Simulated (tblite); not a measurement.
A geometry optimisation, step by step.

Compound: C₄H₁₀BO₃PSi.
Numbering: `[CH3:1][C:2]1=[CH:3][O:4][B@-:5]([PH2:6])([O:7][SiH3:8])[O+:9]=[CH:10]1` (hydrogens: H11, H12, H13 on C1; H14 on C3; H15, H16 on P6; H17, H18, H19 on Si8; H20 on C10)
Bond orders are those of one Lewis drawing.

Computed with GFN2-xTB (tblite), gas phase: L-BFGS steps from a force-field or distance-geometry start until the largest atomic force falls under 0.01 eV/Å. 5 of its 143 geometries are shown.

Step 0: E = -855.0927 eV, largest atomic force 3.929 eV/Å
```
atom  x, y, z in Å  |  force x, y, z in eV/Å
C1     -2.801   -0.936    0.275   -1.000   0.166   0.316
C2     -1.437   -0.417   -0.032   -0.039   1.574   2.006
C3     -0.659   -1.022   -0.942    3.584   1.390  -0.814
O4      0.636   -0.571   -1.198   -2.982  -1.592   0.230
B5      1.156    0.712   -0.605    1.450  -0.238  -0.001
P6      1.039    2.076   -1.994   -0.735   1.233   0.795
O7      2.583    0.584   -0.213   -1.774  -1.988   1.857
Si8     2.756   -0.623    1.025    0.243   1.071  -1.435
O9      0.305    1.143    0.558   -0.987  -0.351   0.298
C10    -0.855    0.665    0.799    0.512  -1.314  -1.867
H11    -3.431   -0.136    0.736    0.506  -0.672  -0.274
H12    -2.747   -1.792    0.981   -0.101   0.530  -0.439
H13    -3.321   -1.263   -0.646    0.359   0.086   0.532
H14    -1.042   -1.866   -1.508    0.554   0.072  -0.085
H15     1.193    3.191   -1.060   -0.199  -0.820  -0.859
H16    -0.410    2.131   -1.960    0.815   0.109  -0.029
H17     4.170   -0.743    1.389   -0.148   0.271  -0.276
H18     2.281   -1.938    0.526    0.022   0.309   0.120
H19     1.988   -0.243    2.226   -0.022   0.001  -0.141
H20    -1.409    1.058    1.638   -0.059   0.162   0.066
```

Step 36: E = -856.2404 eV, largest atomic force 0.098 eV/Å
```
atom  x, y, z in Å  |  force x, y, z in eV/Å
C1     -2.859   -1.019    0.361    0.032  -0.014   0.013
C2     -1.524   -0.422    0.027   -0.006   0.011  -0.029
C3     -0.720   -0.933   -0.987    0.009   0.004  -0.003
O4      0.392   -0.449   -1.363   -0.019  -0.020   0.021
B5      1.078    0.728   -0.614   -0.021   0.043  -0.004
P6      1.332    2.174   -1.947    0.034  -0.089   0.022
O7      2.217    0.273    0.001   -0.003   0.006   0.006
Si8     2.847   -0.718    1.095   -0.008   0.020   0.004
O9      0.087    1.254    0.455   -0.018   0.018   0.000
C10    -1.027    0.697    0.693   -0.022  -0.030  -0.035
H11    -3.497   -0.281    0.841    0.031  -0.024  -0.042
H12    -2.745   -1.861    1.043    0.006  -0.011   0.005
H13    -3.351   -1.380   -0.540    0.014   0.028   0.039
H14    -1.045   -1.810   -1.550   -0.047   0.011   0.017
H15     1.357    3.198   -1.021    0.000   0.000   0.022
H16    -0.027    2.353   -2.182    0.013   0.013   0.034
H17     4.269   -0.414    1.041    0.034   0.014  -0.029
H18     2.555   -2.118    0.749   -0.030   0.052   0.012
H19     2.280   -0.428    2.421   -0.032  -0.032  -0.030
H20    -1.626    1.168    1.476    0.032  -0.002  -0.024
```

Step 71: E = -856.2619 eV, largest atomic force 0.080 eV/Å
```
atom  x, y, z in Å  |  force x, y, z in eV/Å
C1     -2.797   -1.136    0.450    0.019  -0.003   0.002
C2     -1.523   -0.464    0.036    0.000   0.020   0.008
C3     -0.721   -0.957   -0.987   -0.023   0.007   0.005
O4      0.351   -0.420   -1.402   -0.011  -0.019   0.027
B5      1.006    0.786   -0.665   -0.016   0.002   0.006
P6      1.398    2.157   -2.023   -0.034   0.070   0.019
O7      2.096    0.354    0.048    0.005  -0.002  -0.007
Si8     2.723   -0.695    1.085    0.012  -0.015  -0.015
O9     -0.046    1.360    0.314    0.013  -0.012   0.016
C10    -1.105    0.730    0.614   -0.009   0.023   0.000
H11    -3.455   -0.427    0.947    0.015  -0.009  -0.015
H12    -2.594   -1.951    1.144   -0.003  -0.019  -0.012
H13    -3.313   -1.544   -0.416    0.011  -0.013   0.019
H14    -1.031   -1.857   -1.522    0.030   0.011  -0.015
H15     1.891    3.086   -1.124   -0.011  -0.052  -0.018
H16     0.132    2.729   -1.984    0.041  -0.010  -0.023
H17     4.150   -0.415    1.022    0.016   0.010   0.003
H18     2.399   -2.065    0.666   -0.019  -0.017   0.023
H19     2.164   -0.470    2.426   -0.027   0.000  -0.030
H20    -1.732    1.210    1.367   -0.010   0.028   0.008
```

Step 106: E = -856.2720 eV, largest atomic force 0.048 eV/Å
```
atom  x, y, z in Å  |  force x, y, z in eV/Å
C1     -2.616   -1.286    0.597    0.016  -0.014  -0.008
C2     -1.455   -0.501    0.065   -0.029   0.016  -0.016
C3     -0.686   -0.953   -1.002    0.026  -0.012   0.038
O4      0.295   -0.330   -1.512   -0.022   0.018  -0.037
B5      0.928    0.887   -0.783   -0.010  -0.007   0.016
P6      1.395    2.272   -2.103   -0.019   0.000   0.015
O7      1.993    0.427   -0.034    0.004  -0.006   0.026
Si8     2.420   -0.684    1.042    0.013   0.017   0.018
O9     -0.152    1.466    0.156   -0.011  -0.002   0.029
C10    -1.140    0.767    0.541    0.034   0.015   0.024
H11    -3.316   -0.633    1.113    0.022  -0.001  -0.005
H12    -2.274   -2.044    1.300    0.008   0.001   0.018
H13    -3.141   -1.791   -0.211   -0.001   0.003  -0.013
H14    -0.944   -1.895   -1.489   -0.013   0.024  -0.031
H15     2.394    2.836   -1.334   -0.004  -0.015  -0.013
H16     0.465    3.192   -1.650    0.006  -0.014  -0.031
H17     3.862   -0.505    1.134   -0.021   0.003   0.002
H18     2.034   -2.025    0.579   -0.009  -0.008   0.000
H19     1.718   -0.437    2.312    0.003  -0.003  -0.011
H20    -1.787    1.248    1.278    0.009  -0.014  -0.022
```

Step 142: E = -856.2810 eV, largest atomic force 0.009 eV/Å
```
atom  x, y, z in Å  |  force x, y, z in eV/Å
C1     -2.459   -1.360    0.678   -0.002  -0.003   0.005
C2     -1.390   -0.506    0.070    0.002  -0.003   0.007
C3     -0.706   -0.887   -1.081   -0.004  -0.001   0.002
O4      0.230   -0.226   -1.623   -0.002   0.006   0.003
B5      0.903    0.933   -0.847    0.004   0.003   0.007
P6      1.446    2.302   -2.146    0.001  -0.002  -0.005
O7      1.929    0.404   -0.081    0.003  -0.001  -0.001
Si8     2.212   -0.687    1.061   -0.004  -0.005  -0.007
O9     -0.170    1.516    0.106    0.001   0.000  -0.007
C10    -1.091    0.762    0.554    0.005   0.000  -0.001
H11    -3.184   -0.749    1.208   -0.003   0.006  -0.003
H12    -2.022   -2.060    1.389    0.001  -0.007   0.006
H13    -2.975   -1.934   -0.088   -0.001   0.002  -0.004
H14    -1.012   -1.789   -1.616    0.000  -0.002  -0.003
H15     2.518    2.764   -1.409    0.004   0.003   0.007
H16     0.615    3.291   -1.652   -0.004   0.000   0.000
H17     3.644   -0.555    1.279    0.000   0.000  -0.002
H18     1.804   -2.023    0.598    0.001   0.004   0.002
H19     1.409   -0.384    2.258   -0.002   0.003  -0.001
H20    -1.707    1.201    1.341    0.002  -0.002  -0.005
```

Task: Summarise the path.

Result: The energy falls by 114.65 kJ/mol from step 0 to step 142; nine tenths of that is first reached at step 16. It falls at every step. The largest force goes from 3.929 to 0.009 eV/Å. Among the bonds O7–Si8 changes most, from 1.737 to 1.604 Å; the atoms move by 0.737 Å rms after alignment.

Task: Follow the three bonds and two angles with the largest change from start to end.

Result: 
```csv
step,E above end (kJ/mol),largest force (eV/Å),O7–Si8 (Å),C3–O4 (Å),B5–O7 (Å),B5–O7–Si8 (°),P6–B5–O7 (°)
0,114.65,3.929,1.737,1.395,1.485,110.1,107.8
6,23.26,0.401,1.621,1.270,1.386,124.1,117.2
12,14.67,0.283,1.617,1.271,1.378,128.3,119.2
19,10.21,0.127,1.611,1.268,1.376,132.8,119.2
25,7.33,0.142,1.611,1.268,1.379,138.2,118.0
31,5.10,0.128,1.609,1.267,1.377,143.4,117.2
37,3.81,0.110,1.605,1.269,1.371,147.5,115.8
43,3.49,0.039,1.603,1.268,1.370,149.0,114.7
49,3.37,0.038,1.602,1.268,1.369,149.0,114.8
56,3.19,0.055,1.603,1.268,1.371,148.9,114.5
62,2.75,0.104,1.602,1.269,1.371,149.6,114.9
68,2.18,0.075,1.603,1.268,1.373,149.6,114.5
74,1.69,0.081,1.603,1.268,1.373,148.2,114.9
80,1.39,0.024,1.604,1.268,1.375,145.5,114.6
86,1.29,0.034,1.604,1.269,1.376,145.4,114.4
93,1.19,0.031,1.604,1.268,1.377,145.6,114.3
99,1.10,0.032,1.604,1.268,1.378,144.8,114.8
105,0.89,0.044,1.603,1.269,1.380,143.8,114.6
111,0.68,0.088,1.603,1.269,1.382,143.0,114.7
117,0.41,0.050,1.605,1.270,1.385,141.9,114.8
123,0.16,0.047,1.605,1.268,1.384,142.3,115.1
130,0.04,0.018,1.604,1.269,1.385,141.7,115.6
136,0.02,0.012,1.604,1.269,1.385,141.5,115.5
142,0.00,0.009,1.604,1.268,1.385,141.6,115.3
```

Run on an Arm Neoverse N1 with one thread, shared host.
